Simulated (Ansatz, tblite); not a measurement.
Cost and result up the ladder for dimethylphenylsulfonium tetrafluoroborate, `C[S+](C)c1ccccc1.F[B-](F)(F)F` (25 atoms). Charge 0, multiplicity 1. Geometry: PBE-D4/def2-SVP.

Ansatz on 4 threads of Arm Neoverse V1 on a shared host; xTB runs through tblite on one thread. Times are rough, summed over both states, and most runs start from the orbitals of an earlier one. PBE0-D4/def2-SVP serves as the yardstick here, not as an exact answer. The other state is a triplet.

The xTB rows come from tblite. HOMO above LUMO, or a gap near zero within one spin, warns that the state may not be the lowest or that an electron is smeared out.

xTB has no spin-polarisation term.

```
           level  functions  wall time
        GFN2-xTB         72    0.052 s
        GFN1-xTB         83    0.056 s
 PBE-D4/def2-SVP        255       46 s
PBE0-D4/def2-SVP        255       46 s
```

Q: Estimate what each level gives for the vertical triplet (eV).

A: 
```tsv
level	vertical triplet (eV)	difference from PBE0-D4/def2-SVP (eV)	remarks
GFN2-xTB	4.19	0.13	–
GFN1-xTB	3.99	-0.06	–
PBE-D4/def2-SVP	4.06	0.01	gap within one spin near zero (triplet)
PBE0-D4/def2-SVP	4.05	0.00	–
```
